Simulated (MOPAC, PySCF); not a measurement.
C$_{4}$H$_{8}$S, SMILES `C=CCSC` (C–C–C–S torsion 113°, C–C–S–C torsion -66°), neutral singlet in the gas phase. 

Cartesian coordinates (Å):
SMILES: C=CCSC
```xyz
13

C     -1.5751     0.2872     1.0354
C     -1.2089    -0.5030     0.0348
C     -0.4637    -0.0420    -1.1657
S      1.2075    -0.7429    -1.2436
C      1.9422     0.0500     0.1894
H     -1.3682     1.3530     1.0186
H     -2.1002    -0.0995     1.9009
H     -1.4181    -1.5689     0.0818
H     -0.9444    -0.3862    -2.0855
H     -0.4041     1.0489    -1.2046
H      1.3740    -0.1712     1.0941
H      2.0104     1.1309     0.0509
H      2.9487    -0.3562     0.2935
```
Charge 0, multiplicity 1.

All levels are single points at this geometry (PBE0-D4/def2-TZVP); Pople sets use spherical d functions. Orbital energies aren't observables, and empty levels follow the basis.

PBE0-D4/def2-TZVP in PySCF gives dipole (D) = 1.35.

Q: Estimate the dipole (D) from each of these levels: B3LYP-D3(BJ)/def2-TZVP in PySCF; PBE-D3(BJ)/def2-TZVP in PySCF; B3LYP/3-21G in PySCF; B3LYP/6-31G* in PySCF; B3LYP/LANL2DZ in PySCF; M06-2X/6-31G* in PySCF; PBE/6-31G* in PySCF; HF/3-21G in PySCF; HF/STO-3G in PySCF; AM1 in MOPAC; PM3 in MOPAC; PM6 in MOPAC.

A: 
```
level                            dipole (D)
-------------------------------  ----------
B3LYP-D3(BJ)/def2-TZVP in PySCF        1.29
PBE-D3(BJ)/def2-TZVP in PySCF          1.25
B3LYP/3-21G in PySCF                   1.70
B3LYP/6-31G* in PySCF                  1.51
B3LYP/LANL2DZ in PySCF                 1.62
M06-2X/6-31G* in PySCF                 1.55
PBE/6-31G* in PySCF                    1.50
HF/3-21G in PySCF                      1.87
HF/STO-3G in PySCF                     0.68
AM1 in MOPAC                           1.69
PM3 in MOPAC                           1.92
PM6 in MOPAC                           1.42
```
